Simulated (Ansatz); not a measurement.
`FC(F)=[CH][AlH2]` + `[OH][SnH3]` → `[OH][SnH2][AlH2]` + `C=C(F)F`  (formal exchange of groups at the Al–C bond)

Computed with Ansatz on PBE0-D4/def2-TZVP structures; ΔE is electronic, products minus reactants. CBS: MP2 limit from def2 TZ/QZ plus the TZ coupled-cluster correction, frozen cores. Functionals use def2-TZVPP. B3LYP here is the variant with VWN-RPA as its local correlation; programs differ in this. HSE06 is defined as in plane-wave codes. def2 core potentials past Kr. For Sn outer-core shells are correlated without core-valence functions, which leaves a few kJ/mol of doubt a bond. Each species was taken in one conformer, which may not be the lowest.

`FC(F)=[CH][AlH2]`:

Z-matrix (Å, degrees):
```
C
F 1 1.314
C 1 1.323 2 125.6
F 1 1.315 2 108.2 3 180.0
Al 3 1.928 1 124.4 2 -0.0
H 3 1.086 1 113.4 2 180.0
H 5 1.582 3 120.5 1 -0.1
H 5 1.584 3 117.5 1 179.9
```

`[OH][SnH3]`:

Z-matrix (Å, degrees):
```
Sn
O 1 1.970
H 1 1.709 2 108.5
H 1 1.698 2 103.1 3 119.8
H 1 1.709 2 108.5 3 -120.5
H 2 0.959 1 113.2 3 60.0
```

`[OH][SnH2][AlH2]`:

```xyz
8

O    -0.540    2.091    0.130
Sn    0.757    0.589    0.164
Al   -0.579   -1.719   -0.016
H    -1.108    2.073   -0.643
H     1.875    0.874   -1.114
H     1.564    0.888    1.640
H    -2.012   -1.726   -0.698
H     0.042   -3.071    0.538
```

`C=C(F)F`:

Cartesian coordinates in Å:
```
C -0.355 0.552 -0.322
C 0.283 -0.440 0.257
F -0.031 -0.967 1.418
F 1.333 -1.056 -0.237
H -0.020 0.916 -1.281
H -1.210 0.994 0.165
```

```csv
level,ΔE (kJ/mol),difference from CCSD(T)/CBS
LDA (SPW92),-12.6,0.3
PBE-D4,-16.0,-3.1
revPBE-D4,-12.9,0.0
BLYP-D4,-10.7,2.2
r2SCAN-D4,-6.8,6.1
B97M-V,5.2,18.1
PBE0-D4,-14.6,-1.7
B3LYP-D4,-10.5,2.4
r2SCANh-D4,-7.4,5.5
r2SCAN0-D4,-8.3,4.6
HSE06-D4,-14.8,-1.9
CAM-B3LYP-D4,-5.6,7.3
ωB97X-V,-5.5,7.4
ωB97M-V,-3.4,9.5
B2PLYP,-7.8,5.1
PBE-QIDH,-9.2,3.7
PBE,-16.7,-3.8
revPBE,-17.7,-4.8
BLYP,-13.2,-0.3
r2SCAN,-7.0,5.9
B3LYP,-11.7,1.2
r2SCANh,-7.5,5.4
r2SCAN0,-8.4,4.5
HSE06,-15.2,-2.3
BHLYP,-8.7,4.2
CAM-B3LYP,-5.9,7.0
LC-ωPBE,-7.2,5.7
HF/def2-SVP,-3.5,9.4
MP2/def2-SVP,4.4,17.3
CCSD/def2-SVP,-5.0,7.9
CCSD(T)/def2-SVP,-3.8,9.1
HF/def2-TZVPP,-6.2,6.7
MP2/def2-TZVPP,-3.2,9.7
CCSD/def2-TZVPP,-8.3,4.6
CCSD(T)/def2-TZVPP,-7.1,5.8
MP2/def2-QZVPP,-6.3,6.6
SCS-MP2/def2-QZVPP,-6.7,6.2
HF/CBS(def2),-5.5,7.4
MP2/CBS(def2),-9.0,3.9
CCSD/CBS(def2),-14.2,-1.3
CCSD(T)/CBS,-12.9,0
```

Largest T1 diagnostic among the species: 0.014.

At CCSD(T), def2-SVP lies +9.1 kJ/mol from the extrapolated value and def2-TZVPP +5.8 kJ/mol. Leaving LDA and LC-ωPBE aside and taking each functional with its dispersion term where it has one, the values spread over 21.2 kJ/mol, from PBE-D4 to B97M-V. LDA lies +4.1 kJ/mol from PBE without D4. From BLYP to BHLYP (50 % exact exchange), in def2-TZVPP and without D4, ΔE moves by +4.5 kJ/mol.
